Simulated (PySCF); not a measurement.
Working out the ionisation energy of Hg⁺

Hg⁺ [Xe] 4f14 5d10 6s1 (2S) → Hg²⁺ [Xe] 4f14 5d10 (1S). Calculation: PySCF 2.14, in cc-pVDZ-PP with ECP60MDF; a scalar-relativistic core potential. Frozen: 5s2 5p6. Energies in hartree (1 hartree = 27.21139 eV):

| part | Hg⁺ (lower) | Hg²⁺ (upper) |
| --- | --- | --- |
| UHF | -152.224713 | -151.598651 |
| CCSD correlation | -0.275998 | -0.239642 |
| (T) | -0.003018 | -0.001923 |

Q: What does Hartree-Fock give?

A: (-151.598651) − (-152.224713) = 0.626062 hartree = 17.036 eV.

Q: What do CCSD and CCSD(T) give?

A: The CCSD correlation energies differ by 0.036356 hartree = 0.989 eV and the triples by 0.001095 hartree = 0.030 eV, so CCSD gives 18.025 eV and CCSD(T) 18.055 eV.

Measured between the centres of the two terms (NIST): 18.757 eV, so CCSD(T) (valence) is off by -0.702 eV.

A double-zeta basis recovers only part of the correlation energy.

What remains against the reference includes basis incompleteness, the frozen core and higher excitations.
